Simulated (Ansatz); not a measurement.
Cost and result for the atomization energy of `BrB1BC1` (7 atoms, 7 bonds).

The species carries charge 0 and has multiplicity 1. Correlated methods include outer-core shells of Br, which these sets cover unevenly. Scalar relativity is left out up to krypton. Geometry: relaxed with PBE0-D4/def2-TZVP. Program: Ansatz. All runs use 2 threads of an Arm Neoverse V1 on a shared host. Times are those of one run each, without the atoms' runs, and a repeat can differ threefold. Electronic energies, without spin–orbit coupling; frozen cores. CCSD(T)/CBS adds CCSD(T) − MP2 in def2-TZVPP to the MP2 limit, and its time is that of the two runs behind it. T1 = 0.010. With those shells the extrapolation isn't a true limit. B3LYP takes the VWN-RPA correlation (the form of Gaussian; ORCA's B3LYP/G). HSE06 is the plane-wave form, built on full-range PBE exchange.

CCSD(T)/CBS is a level of theory with its own doubt, some kJ/mol a heavy atom from the limit and from the frozen cores, so smaller differences don't rank the functionals.

```json
{"level": "revPBE-D4/def2-TZVPP", "functions": "183", "wall time": "2.5 s", "atomization (kJ/mol)": "2533.6", "difference from CCSD(T)/CBS": "36.2", "per bond": "5.2"}
{"level": "PBE-D4/def2-TZVPP (with forces)", "functions": "183", "wall time": "3 s", "atomization (kJ/mol)": "2608.4", "difference from CCSD(T)/CBS": "111.0", "per bond": "15.9"}
{"level": "HSE06-D4/def2-TZVPP", "functions": "183", "wall time": "3.8 s", "atomization (kJ/mol)": "2566.5", "difference from CCSD(T)/CBS": "69.1", "per bond": "9.9"}
{"level": "B3LYP-D4/def2-TZVPP (with forces)", "functions": "183", "wall time": "4.7 s", "atomization (kJ/mol)": "2511.3", "difference from CCSD(T)/CBS": "13.9", "per bond": "2.0"}
{"level": "CCSD(T)/def2-SVP", "functions": "89", "wall time": "4.7 s", "atomization (kJ/mol)": "2390.6", "difference from CCSD(T)/CBS": "-106.8", "per bond": "-15.3"}
{"level": "r2SCANh-D4/def2-TZVPP", "functions": "183", "wall time": "6 s", "atomization (kJ/mol)": "2549.8", "difference from CCSD(T)/CBS": "52.4", "per bond": "7.5"}
{"level": "r2SCAN-D4/def2-TZVPP (with forces)", "functions": "183", "wall time": "6.5 s", "atomization (kJ/mol)": "2566.1", "difference from CCSD(T)/CBS": "68.7", "per bond": "9.8"}
{"level": "B2PLYP/def2-TZVPP", "functions": "183", "wall time": "6.5 s", "atomization (kJ/mol)": "2492.1", "difference from CCSD(T)/CBS": "-5.3", "per bond": "-0.8"}
{"level": "ωB97X-V/def2-TZVPP", "functions": "183", "wall time": "10 s", "atomization (kJ/mol)": "2511.1", "difference from CCSD(T)/CBS": "13.7", "per bond": "1.9"}
{"level": "ωB97M-V/def2-TZVPP (with forces)", "functions": "183", "wall time": "14 s", "atomization (kJ/mol)": "2526.2", "difference from CCSD(T)/CBS": "28.8", "per bond": "4.1"}
{"level": "MP2/def2-QZVPP", "functions": "350", "wall time": "22 s", "atomization (kJ/mol)": "2555.4", "difference from CCSD(T)/CBS": "58.0", "per bond": "8.3"}
{"level": "CCSD(T)/def2-TZVPP", "functions": "183", "wall time": "84 s", "atomization (kJ/mol)": "2434.7", "difference from CCSD(T)/CBS": "-62.7", "per bond": "-9.0"}
{"level": "CCSD(T)/CBS(def2)", "functions": "–", "wall time": "110 s", "atomization (kJ/mol)": "2497.4", "difference from CCSD(T)/CBS": "0.0", "per bond": "0.0"}
```

At CCSD(T), def2-SVP lies −106.8 kJ/mol from the extrapolated value and def2-TZVPP −62.8 kJ/mol: correlation converges slowly with the basis, and small sets miss more of it in the bonded molecule than in its fragments. From r2SCAN to r2SCAN0 (25 % exact exchange), in def2-TZVPP and without D4, the atomization energy moves by −40.1 kJ/mol: exact exchange takes away binding that semilocal exchange gives to molecules. In def2-TZVPP, CCSD(T) changes the Hartree–Fock value by +567.6 kJ/mol (the triples alone add +50.3 kJ/mol) and MP2 by +651.9 kJ/mol; breaking electron pairs costs correlation energy, which Hartree–Fock lacks.
